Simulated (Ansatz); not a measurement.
The same atomization along the group B, Al, Ga.

Computed with Ansatz on PBE0-D4/def2-TZVP structures; ΔE is electronic, products minus reactants. CCSD(T)/CBS is the MP2 limit (def2-TZVPP, def2-QZVPP) plus CCSD(T) − MP2 in def2-TZVPP, frozen cores. This one scheme is used for every species, atoms too. Functionals use def2-TZVPP. No spin–orbit coupling; open shells (•) take unrestricted orbitals. Spin–orbit coupling would lower the free atoms: a little for Al, B, C; clearly for Ga, Ge. For Ga, Ge outer-core shells are correlated without core-valence functions, so the limit isn't a true one: a few kJ/mol of doubt a bond, and 10 to 20 or more in all where bonds break to atoms. Scalar relativity is left out up to krypton.

```csv
reaction,CCSD(T)/CBS(def2) (kcal/mol)
`B[CH2][GeH3]` → B• + C• + Ge• + 7 H•,773.6
`[AlH2][CH2][GeH3]` → Al• + C• + Ge• + 7 H•,703.7
`[GaH2][CH2][GeH3]` → Ga• + C• + Ge• + 7 H•,?
```

(1) Fill in the missing values. (Best estimate.)

Largest T1 diagnostic: 0.018, for Al•.

Results:

(1) Ansatz gave: `[GaH2][CH2][GeH3]` → Ga• + C• + Ge• + 7 H•: +687.1 kcal/mol.

For atomizations the MP2-based limit and the directly extrapolated one differ by several kJ/mol either way, and by 10 to 25 for some Ge, Se and Sn compounds, so smaller differences from it don't rank the levels.
